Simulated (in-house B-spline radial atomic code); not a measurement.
Orbital energies and mean radii along the 67-electron series, configuration [Xe] 4f13. The effective charge is n√(-2ε), a non-relativistic measure. Computed with a radial B-spline atomic code at the basis-set limit: non-relativistic Hartree-Fock, average of the configuration, point nuclei.

This level leaves out relativity, spin-orbit splitting included, which matters for heavy ions.

```tsv
ion	Z	energy of 4p (Eh)	mean radius of 4p (bohr)	energy of 5p (Eh)	mean radius of 5p (bohr)	energy of 4f (Eh)	mean radius of 4f (bohr)	energy of 4s (Eh)	mean radius of 4s (bohr)	effective charge of 4p
Tm2+	69	-13.166	0.54679	-1.6737	1.5363	-1.2104	0.73531	-16.101	0.53528	20.526
Yb3+	70	?	?	?	?	?	?	?	?	?
Lu4+	71	-15.688	0.52492	-2.9271	1.3769	-2.9002	0.64691	-18.787	0.51518	22.406
Hf5+	72	-17.098	0.51435	-3.6374	1.311	-3.8846	0.61392	-20.281	0.50547	23.391
Ta6+	73	?	?	?	?	?	?	?	?	?
W7+	74	-20.18	0.49405	-5.2108	1.1999	-6.1047	0.56047	-23.535	0.48678	25.412
```

Q: Fill in the row of Yb3+.

A: energy of 4p (Eh): -14.374; mean radius of 4p (bohr): 0.53574; energy of 5p (Eh): -2.2711; mean radius of 5p (bohr): 1.4515; energy of 4f (Eh): -2.0061; mean radius of 4f (bohr): 0.68624; energy of 4s (Eh): -17.39; mean radius of 4s (bohr): 0.52513; effective charge of 4p: 21.447.

Q: Fill in the row of Ta6+.

A: energy of 4p (Eh): -18.597; mean radius of 4p (bohr): 0.50406; energy of 5p (Eh): -4.3993; mean radius of 5p (bohr): 1.2524; energy of 4f (Eh): -4.9541; mean radius of 4f (bohr): 0.58547; energy of 4s (Eh): -21.865; mean radius of 4s (bohr): 0.496; effective charge of 4p: 24.395.

Q: How does the screening of 4p change?

A: Z less the effective charge goes from 48.47 at Z = 69 to 48.59 at Z = 74.
